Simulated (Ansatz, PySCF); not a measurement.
C2H5FO2Si, SMILES CC(=O)O[SiH2]F. Atoms are numbered in the order given.

```xyz
11

Si    -1.3793     0.0025     0.0982
F     -2.2290     1.3805     0.0756
O      0.2328     0.5486    -0.0481
C      1.1837    -0.4072    -0.0580
C      2.5749     0.1428    -0.1891
O      0.8887    -1.5776     0.0328
H     -1.5917    -0.6462     1.4072
H     -1.7671    -0.7952    -1.0821
H      2.7780     0.8331     0.6440
H      3.3030    -0.6764    -0.1915
H      2.6536     0.7275    -1.1185
```

Geometry: B3LYP-D3(BJ)/def2-SVP. One conformer was computed; it need not be the lowest.

Two levels are set side by side: PBE-D3(BJ)/def2-SVP (Ansatz, an electronic-structure program) and B3LYP-D3(BJ)/def2-SVP (Ansatz). Each level has its own optimised geometry; the coordinates shown are those of the second. Frequencies come from the Hessian of PySCF at each geometry. Differences are taken from unrounded values.

```csv
quantity,B3LYP-D3(BJ)
mean bond length (Å),1.364
bond Si1–F2 (Å),1.619
bond Si1–O3 (Å),1.708
bond O3–C4 (Å),1.348
bond C4–C5 (Å),1.502
bond C4–O6 (Å),1.210
bond Si1–H7 (Å),1.476
bond Si1–H8 (Å),1.476
bond C5–H9 (Å),1.101
bond C5–H10 (Å),1.096
bond C5–H11 (Å),1.101
highest harmonic wavenumber (cm⁻¹),3182
mean harmonic wavenumber (cm⁻¹),1175
zero-point energy (kcal/mol),45.34
```

Q: What does PBE-D3(BJ) give, and how far is it from B3LYP-D3(BJ)? (An estimate is asked for; the answer gives what the named calculation found.)

A: 
| quantity | PBE-D3(BJ) | PBE-D3(BJ) minus B3LYP-D3(BJ) |
|---|---|---|
| mean bond length (Å) | 1.375 | 0.011 |
| bond Si1–F2 (Å) | 1.633 | 0.014 |
| bond Si1–O3 (Å) | 1.741 | 0.033 |
| bond O3–C4 (Å) | 1.349 | 0.001 |
| bond C4–C5 (Å) | 1.502 | 0.000 |
| bond C4–O6 (Å) | 1.227 | 0.017 |
| bond Si1–H7 (Å) | 1.490 | 0.014 |
| bond Si1–H8 (Å) | 1.490 | 0.014 |
| bond C5–H9 (Å) | 1.108 | 0.007 |
| bond C5–H10 (Å) | 1.103 | 0.007 |
| bond C5–H11 (Å) | 1.108 | 0.007 |
| highest harmonic wavenumber (cm⁻¹) | 3131 | -52 |
| mean harmonic wavenumber (cm⁻¹) | 1140 | -34 |
| zero-point energy (kcal/mol) | 44.01 | -1.33 |

GGA bonds tend to be longer and softer than those of functionals with exact exchange. Differences between two approximate levels are no errors against the true value.
